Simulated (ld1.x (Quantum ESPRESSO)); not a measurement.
# PW91 TM dataset for N (Z = 7), scalar-relativistic all-electron reference.

ld1.x (Quantum ESPRESSO) 7.5 input, shortened:

```
&input
   title='N', zed=7., rel=1, dft='PW91', iswitch=3,
   config='[He] 2s2 2p1 3d-2'
 /
 &inputp
   pseudotype=2, tm=.true., lloc=2,
   nlcc=.false.
 /
3
2S  1  0   2.00   0.00  0.85  0.85  0.0
2P  2  1   1.00   0.00  1.95  1.95  0.0
3D  3  2  -2.00   0.05  1.85  1.85  0.0
 &test
   configts(1)='2s2 2p1'
 /
```

All-electron outer shells of the reference configuration (PW91, scalar-relativistic, ld1.x):

```tsv
shell	level (eV)	outermost node (bohr)	outermost maximum (bohr)
2s	-49.24	0.32	0.96
2p	-37.62	–	0.86
```

Problem. Does the generator finish with these settings?

Solution. Yes, a potential is produced and its reference levels are reproduced.

Problem. Estimate the cutoffs (Ry, on a coarse ladder) from which the occupation-weighted sum of valence levels, in a spherical-Bessel basis at the reference potential, stays within 10 and 1 mRy of its value at 400 Ry.

Solution. 60 Ry and 140 Ry.

Problem. Does the potential have ghost states?

Solution. No extra level below or beside the all-electron valence levels (s, p, d, f tested).

Problem. Which valence shell sets the plane-wave cutoff?

Solution. 2s: its level needs 140 Ry to come within 1 mRy, against 40 Ry for 2p.

Problem. Tests: 2s2 2p3; 2s2 2p2; 2s2 2p0; 2s2 2p3.3; 2s1 2p3; 2s1 2p0; 2s2 2p2.5. Which has the largest error in its energy relative to the reference configuration, and how large is it?

Solution. 2s1 2p0, with +976 meV (all-electron minus pseudo) on +125.09 eV.
